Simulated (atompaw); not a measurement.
# What one change does to a pseudopotential (Pt, PAW (atompaw))

```
Element                 : Pt
Generator               : atompaw 4.2.0.5
Type                    : PAW
Functional              : PBEsol
Relativity              : scalar-relativistic
Frozen core             : [Kr] 4d10 4f14 5s2
Valence charge          : 16
Reference configuration : 5p6 5d9 6s1 6p0
Partial waves           : 6s (bound); 6s channel at 0.6 Ry; 5p (bound); 6p (bound, empty); 5d (bound); 5d channel at 0.1 Ry
Local potential         : troulliermartins scheme with l = 3 at 1 Ry, radius 2.25 bohr
Core correction         : smooth core density matched at 1.65 bohr
Augmentation charge     : sinc compensation charge, radius 2.05 bohr; PAW radius 2.80 bohr; waves and projectors: bloechl
```

Change: reference 5p6 5d7 6s0 6p0.

Cutoffs: the cutoffs (Ry, on a coarse ladder) from which the occupation-weighted sum of valence levels, in a spherical-Bessel basis at the reference potential, stays within 10 and 1 mRy of its value at 400 Ry; they do not see the model core or the augmentation charge, which bear on the density cutoff.

What does the change do?

The potential gets harder (35 Ry and 55 Ry → 40 Ry and 70 Ry); both files keep a bound ghost (s); the range in which the p phases agree narrows (upper end 4.7 → 2.2).

| quantity | base | changed |
| --- | --- | --- |
| cutoff, loose | 35 Ry | 40 Ry |
| cutoff, tight | 55 Ry | 70 Ry |
| bound ghosts | s | s |
| s: phases at 2.81 bohr within 0.05 rad from the reference energy up to (Ry; the scan ends near 5) | n/a | n/a |
| p: phases at 2.81 bohr within 0.05 rad from the reference energy up to (Ry; the scan ends near 5) | 4.7 | 2.2 |
| d: phases at 2.81 bohr within 0.05 rad from the reference energy up to (Ry; the scan ends near 5) | to the end of the scan | to the end of the scan |
| lowest overlap eigenvalue by channel | s 0.01, p 0.86, d 1.00 | s 0.14, p 0.84, d 0.98 |

 A true bound ghost makes a file unfit for plane-wave use even where its test errors are small: the radial tests pick states by their node count and pass the ghost by. The cutoffs see the waves, projectors and local potential, not the compensation charge or the core.
